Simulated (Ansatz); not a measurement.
Question: Name a neutral molecule of N, O, Si and H with HOMO–LUMO gap (B3LYP/def2-TZVPP) between 6.70 and 7.00 eV and HOMO energy (PBE0/def2-TZVPP) between -7.40 and -7.10 eV (Ansatz, PBE0-D4/def2-TZVP geometry).

Answer: `N[Si@H](O)[Si@H](N)O` (6.93 eV, -7.36 eV). Other molecules can fit too; these were computed, each in one conformer that needn't be the lowest.

B3LYP here is the variant with VWN-RPA as its local correlation; programs differ in this.
